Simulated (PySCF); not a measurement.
Species: CH10FNSi3.
Cartesian coordinates in Å at the GFN2-xTB level; atoms count from 1:
```
atom  x, y, z in Å
C1    -1.8689    0.8635    0.2624
N2    -1.8606   -0.3181   -0.5658
Si3   -0.4613   -0.9281   -1.3655
Si4    1.1902   -1.1973    0.2403
Si5    2.1938    0.7330    1.0203
F6     1.7269    1.9196    0.0155
H7    -2.7251    0.8379    0.9404
H8    -0.9582    0.8930    0.8595
H9    -1.9183    1.7900   -0.3216
H10   -2.7421   -0.4270   -1.0453
H11   -0.9800   -2.1568   -1.9791
H12    0.0242   -0.0861   -2.4810
H13    0.7215   -1.9407    1.4256
H14    2.2475   -2.0747   -0.2986
H15    1.7537    1.2581    2.3136
H16    3.6492    0.8427    0.9680
```

Theory: TDDFT CAM-B3LYP/def2-SVPD, vertical, gas phase, core orbitals frozen in the response in PySCF 2.14.0, density-fitted response routines.

Kohn–Sham orbitals with the atoms that hold most of them (Löwdin shares over 4%, at most four atoms; ? is withheld):

```
orbital  ε (eV)                               atoms
 HOMO-3  -10.78  Si5 24%, H15 16%, Si4 15%, H16 14%
 HOMO-2  -10.26   Si4 33%, Si3 19%, H14 10%, H13 9%
 HOMO-1   -9.67                                   ?
   HOMO   -8.19     N2 54%, Si3 11%, C1 11%, H12 7%
   LUMO       ?                                   ?
 LUMO+1    0.68   Si4 28%, Si5 18%, Si3 11%, H14 7%
 LUMO+2    1.13   Si4 25%, Si5 21%, Si3 15%, H15 7%
```

Question: Which atoms hold the HOMO-1, and with what shares?

Answer: Si4 (bonded to 2 Si and 2 H) 29%; Si5 (bonded to F, Si and 2 H) 24%; Si3 (bonded to N, Si and 2 H) 14%; F6 (bonded to Si) 7%. By element: silicon 67%, fluorine 7%.

Question: Which atoms hold the LUMO, and with what shares?

Answer: Si5 (bonded to F, Si and 2 H) 29%; Si4 (bonded to 2 Si and 2 H) 22%; Si3 (bonded to N, Si and 2 H) 14%; H16 (bonded to Si) 8%. By element: silicon 65%, hydrogen 8% or more.

Question: What is the LUMO energy, and the HOMO–LUMO gap?

Answer: ε(LUMO) = -0.08 eV; the gap is 8.11 eV (0.2982 hartree).

Question: The HOMO–LUMO gap is 8.11 eV. Where does the response calculation put the lowest singlet, and from which orbitals?

Answer: S1 is at 5.26 eV (f = 0.015), 2.85 eV below the gap, made of HOMO→LUMO (68%), HOMO→LUMO+1 (23%). Without the coupling terms of the response equations the lowest excitation would equal the gap.

Next come S2 at 5.97 eV (f 0.037), HOMO→LUMO+1 (59%), HOMO→LUMO (23%); S3 at 6.33 eV (f 0.082), HOMO-1→LUMO (75%), HOMO-2→LUMO (10%); S4 at 6.55 eV (f 0.029), HOMO→LUMO+2 (39%), HOMO→LUMO+4 (30%), HOMO→LUMO+7 (9%); S5 at 6.65 eV (f 0.012), HOMO→LUMO+4 (34%), HOMO→LUMO+2 (33%), HOMO-1→LUMO+1 (9%).

Time: 81 s; peak memory 0.99 GiB. Hardware: one thread, Arm Neoverse N1 (aarch64), shared host with 64 logical CPUs at a one-minute load of 56.

One conformer stands for the species.
